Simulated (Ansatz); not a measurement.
CH$_{8}$AlClSi$_{2}$ (`[SiH3][CH2][AlH][SiH2]Cl`). Charge 0, multiplicity 1. The geometry is a stationary point of PBE0-D4/def2-TZVP. It is one conformer, not always the lowest.

```xyz
13

Si   -0.273   -1.164    1.538
C     1.246   -0.575    0.633
Al    0.937    0.285   -1.091
Si   -0.854    1.877   -1.276
Cl   -1.402   -0.175   -1.858
H     0.041   -1.633    2.917
H    -1.267   -0.060    1.654
H    -0.918   -2.288    0.808
H     1.757    0.159    1.270
H     1.937   -1.415    0.498
H     1.831    0.085   -2.381
H    -1.183    2.681   -2.483
H    -1.851    2.223   -0.227
```

(1) What is the dipole moment at PBE/def2-TZVPP? (An estimate is asked.)

(2) And with r2SCAN, B3LYP, ωB97M-V? (Estimate.)

(3) Give the Mulliken charges with PBE, r2SCAN, ωB97M-V in def2-TZVPP. (Estimate.)

Results:

(1) Computed: 1.38 D, with components (0.70, 1.15, 0.27) D in this frame, pointing from negative to positive charge.

(2) The calculation gave: r2SCAN 1.45 D, B3LYP 1.57 D, ωB97M-V 1.60 D.

(3) The calculation gave: 
```
atom    PBE  r2SCAN  ωB97M-V
 Si1   0.17    0.26     0.15
  C2  -0.33   -0.38    -0.49
 Al3   0.36    0.47     0.38
 Si4   0.10    0.16     0.08
 Cl5  -0.17   -0.20    -0.17
  H6  -0.06   -0.08    -0.04
  H7  -0.06   -0.08    -0.04
  H8  -0.05   -0.07    -0.03
  H9   0.11    0.09     0.12
 H10   0.11    0.09     0.13
 H11  -0.12   -0.16    -0.11
 H12  -0.03   -0.05     0.00
 H13  -0.02   -0.04     0.01
```

B3LYP here is the variant with VWN-RPA as its local correlation; programs differ in this.
